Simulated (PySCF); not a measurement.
HB, charge +1, doublet, at a GFN2-xTB geometry (a state made from the parent by changing its charge; the spin is typed, not shown lowest); TPSS/3-21G (PySCF).

Here is a job for PySCF.
```python
from pyscf import gto, scf, dft

mol = gto.M(
    atom='''
B    -0.000000   -0.000000   -0.199078
H     0.000000    0.000000    0.995388
''',
    basis='3-21g',
    charge=1,
    spin=1,
    verbose=3,
)

mf = dft.UKS(mol)
mf.xc = 'tpss'
mf.grids.atom_grid = (75, 302)
mf.kernel()
mf.analyze()
```

Task: Predict the main parts of the log of this PySCF run.

Result: 
```
converged SCF energy = -24.7973151793773  <S^2> = 0.75184763  2S+1 = 2.0018468
**** MO energy ****
                             alpha | beta                alpha | beta
MO #1   energy= -7.09536468326641  | -7.08176136364105  occ= 1 | 1
MO #2   energy= -0.817298165411187 | -0.792762281852343 occ= 1 | 1
MO #3   energy= -0.624131526879502 | -0.531994262829101 occ= 1 | 0
MO #4   energy= -0.467970516897778 | -0.433878691192159 occ= 0 | 0
MO #5   energy= -0.467970516897778 | -0.433878691192159 occ= 0 | 0
MO #6   energy= -0.132536313582723 | -0.0972958456428143 occ= 0 | 0
MO #7   energy= 0.0678549132647599 | 0.107754460779546  occ= 0 | 0
MO #8   energy= 0.108162381912298  | 0.126841389603558  occ= 0 | 0
MO #9   energy= 0.108162381912299  | 0.126841389603559  occ= 0 | 0
MO #10  energy= 0.261600138388791  | 0.301774008460042  occ= 0 | 0
MO #11  energy= 0.792679985275639  | 0.893108335798393  occ= 0 | 0

To work with the spin densities directly, `use mulliken_meta_spin()` only printing them here.

 ** Mulliken spin pop alpha/beta on meta-lowdin orthogonal AOs **
 ** Mulliken Spin Density (per atom)  **
spin density of  0 B =      0.89990
spin density of  1 H =      0.10010
 ** Mulliken pop alpha/beta on meta-lowdin orthogonal AOs **
 ** Mulliken atomic charges   ( Nelec_alpha | Nelec_beta ) **
charge of  0B =      0.83852  (     2.53069      1.63079 )
charge of  1H =      0.16148  (     0.46931      0.36921 )

WARN: System has nonzero charge 1; the dipole moment is origin-dependent.
Location of origin: [0. 0. 0.]

Dipole moment(X, Y, Z, Debye): -0.00000, -0.00000, -0.11794
```
